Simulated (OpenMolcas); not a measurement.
# Ne V: CASPT2 settings compared

```
Program             : OpenMolcas
Basis               : ANO-L-VQZP [5s4p3d2f]
Scalar Hamiltonian  : non-relativistic, point nucleus
Active space        : 2 electrons in 3 orbitals (2p)
State averaging     : 2S+1 = 3 even, 3 roots; 2S+1 = 1 even, 6 roots kept (CI in the orbitals of an earlier block)
Spin-orbit coupling : state interaction with AMFI integrals over the reference wave functions, term energies averaged over their components
```

Methods on the same reference wave functions:
A. CASSCF
B. SS-CASPT2, IPEA 0.15 Eh, no level shift (closed shells correlated: 2s)
C. XMS-CASPT2, IPEA 0.3 Eh, sigma2 regulariser 0.1 Eh (closed shells correlated: 2s)
D. XMS-CASPT2, IPEA 0.35 Eh, imaginary shift 0.15 Eh (closed shells correlated: 1s 2s)

Energies in eV above 2s² 2p² ³P₀, the measured ground level; measured values from NIST levels in Podobedova, Fuhr, Reader and Wiese, J. Phys. Chem. Ref. Data 33, 525 (2004).

```csv
Level,A,B,C,D,Measured
2s² 2p² ³P₀,0.0000,0.0000,0.0000,0.0000,0.0000
2s² 2p² ³P₁,0.0502,0.0506,0.0506,0.0506,0.0511
2s² 2p² ³P₂,0.1459,0.1461,0.1461,0.1461,0.1376
2s² 2p² ¹D₂,4.1086,3.826,3.809,3.807,3.7557
2s² 2p² ¹S₀,10.1224,8.495,8.578,8.598,7.9243
```

Deviations, from unrounded energies. A percentage is the sum of absolute deviations over the sum of measured energies, with the sign that they share, or ± where signs differ.

```
                        Against measurement  Levels      A     B     C     D
             mean absolute deviation (cm-1)       4   5200  1300  1400  1500
      fine structure of the ground term (%)       2   ±4.8  ±4.8  ±4.8  ±4.8
other terms of the ground configuration (%)       2  +21.8  +5.5  +6.0  +6.2
```

B lies closest to measurement on these levels and A furthest from it. The largest miss of B in the table is 2s² 2p² ¹S₀, by +4600 cm-1. The ranking rests on the paired levels alone, and a cruder setting can come out closer through cancelling errors.

Among B to D the level of the table that moves most is 2s² 2p² ¹S₀, by 830 cm-1 (lowest in B, highest in D). Moves below CASPT2's spread within the term are not significant.

The mean deviations of B to D differ by less than CASPT2's widest spread within a term (350 cm-1), so their order carries little weight.

From A to B the spin-free energies of the other terms of 2s² 2p² shown, above ³P, scale by factors of 0.84 to 0.93.

The lowest spin-free term lies below A's lowest term by 0.099 hartree in B, 0.103 hartree in C, 0.120 hartree in D.

Term energies are means over components that CASPT2 splits; among the terms shown or strongly mixed into the levels shown the widest spread is 350 cm-1 (2s² 2p² ¹D, D). Terms from blocks run as CI alone lack orbitals of their own. With the s shell closed, the reference lacks s² → p² mixing. Measured partners are found by configuration, term and J. A level has none where our copy of the source lacks it or the pairing is in doubt (some pairs that miss far off the trend of their configuration count as doubtful), and it then counts in no deviation. Levels of configurations outside the active space are missing.
